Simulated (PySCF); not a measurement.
Molecule: SMILES CC#C[SiH2]C, C4H8Si.

Bonds (- single, = double, # triple, : aromatic): C1-C2, C2#C3, C3-Si4, Si4-C5. C1 carries H6, H7, H8; Si4 carries H9, H10; C5 carries H11, H12, H13.

Frames of a GFN2-xTB Langevin trajectory at 600 K; GIAO PBE0/pcSseg-1 shieldings in PySCF, gas phase, non-relativistic; equivalent atoms averaged within each frame.

δ = σ(ref) − σ, references computed at the same level: 13C (σref 186.93), 29Si (σref 349.16), 1H (σref 31.72) vs TMS. The references are static minima.

Problem. How do the shifts (ppm) fluctuate along the trajectory?

Solution. 
```tsv
time (fs)	C2	C3	C1	C5	Si4	H9/H10	H6/H7/H8	H11/H12/H13
optimised geometry	113.4	83.1	6.1	-4.3	-70.4	4.44	2.07	0.24
250	117.6	86.4	14.2	-8.8	-76.1	4.32	2.89	-0.67
425	112.3	83.3	5.2	-9.5	-65.6	4.93	2.40	-0.34
625	118.3	93.5	17.9	0.1	-65.0	5.33	3.23	1.50
800	112.5	86.3	2.3	-3.0	-72.0	4.61	1.26	0.52
1000	112.6	83.7	7.3	-13.7	-76.3	4.35	3.12	-1.11
mean of frames	114.6	86.6	9.4	-7.0	-71.0	4.71	2.58	-0.02
standard deviation	3.0	4.1	6.5	5.5	5.5	0.42	0.80	1.04
```

5 frames give an uncertainty of the mean of about the standard deviation over 2.2 at best, since frames this close in time may not be independent; classical motion lacks zero-point vibration, and the reference would need the same averaging.
